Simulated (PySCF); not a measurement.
The same groups moved round the core (azulene silyl). Gas-phase values, no solvent. Strings in code marks are SMILES.

The HOMO–LUMO gap from two functionals at the same geometries (PBE0-D3(BJ)/def2-SVP), both in PySCF: PBE-D3(BJ)/def2-TZVP and ωB97X-D3(BJ)/def2-TZVP. 

| species | PBE-D3(BJ)/def2-TZVP (eV) |
|---|---|
| `[SiH3]c1cc2cccccc-2c1` | 1.99 |
| `c1cc(ccc2cccc1-2)[SiH3]` | 1.98 |
| `[SiH3]c1ccc2cccccc1-2` | 2.09 |
| `[SiH3]c1cccc2cccc-2c1` | 2.06 |
| `[SiH3]c1ccccc2cccc1-2` | 1.99 |

Problem. What does ωB97X-D3(BJ)/def2-TZVP give for each?

Solution. 
- `[SiH3]c1cc2cccccc-2c1`: 7.21
- `c1cc(ccc2cccc1-2)[SiH3]`: 7.18
- `[SiH3]c1ccc2cccccc1-2`: 7.35
- `[SiH3]c1cccc2cccc-2c1`: 7.29
- `[SiH3]c1ccccc2cccc1-2`: 7.22
Over these rows, drawn at random from the members with no instability flagged (it was tested for open shells, ions and some series alone), PBE minus ωB97X-D3(BJ): mean -5.23 eV, from -5.26 eV to -5.20 eV.
